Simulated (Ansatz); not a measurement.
`O[SiH2][S][GeH3]` and `O=CS[SiH2]O` differ in one atom or group.

Ansatz, PBE0-D4/def2-TZVP geometries, multiplicity 1. Each molecule was computed in one conformer, which needn't be the lowest.

Scalar relativity is left out up to krypton.

```
                                      property  `O[SiH2][S][GeH3]`
             LUMO energy (PBE/def2-TZVPP) / eV               -1.18
       HOMO–LUMO gap (ωB97M-V/def2-TZVPP) / eV               11.21
            LUMO energy (PBE0/def2-TZVPP) / eV               -0.30
           HOMO energy (B3LYP/def2-TZVPP) / eV               -7.28
             HOMO energy (PBE/def2-TZVPP) / eV               -6.33
size of the dipole moment (PBE/def2-TZVPP) / D                1.96
```

(1) What does the change do to each property? (Best estimate.)

Results:

(1) Ansatz gave: 
```json
{"property": "LUMO energy (PBE/def2-TZVPP) / eV", "`O=CS[SiH2]O`": "-2.48", "shift": "-1.30"}
{"property": "HOMO–LUMO gap (ωB97M-V/def2-TZVPP) / eV", "`O=CS[SiH2]O`": "11.04", "shift": "-0.17"}
{"property": "LUMO energy (PBE0/def2-TZVPP) / eV", "`O=CS[SiH2]O`": "-1.45", "shift": "-1.15"}
{"property": "HOMO energy (B3LYP/def2-TZVPP) / eV", "`O=CS[SiH2]O`": "-7.92", "shift": "-0.64"}
{"property": "HOMO energy (PBE/def2-TZVPP) / eV", "`O=CS[SiH2]O`": "-6.69", "shift": "-0.36"}
{"property": "size of the dipole moment (PBE/def2-TZVPP) / D", "`O=CS[SiH2]O`": "1.02", "shift": "-0.94"}
```

With PBE0 the HOMO falls by 0.62 eV and the LUMO falls by 1.15 eV, so the gap narrows by about 0.53 eV. PBE moves the HOMO by -0.36 eV and ωB97M-V by -0.59 eV. Dipoles are sizes alone; their direction can turn.

B3LYP here is the variant with VWN-RPA as its local correlation; programs differ in this.
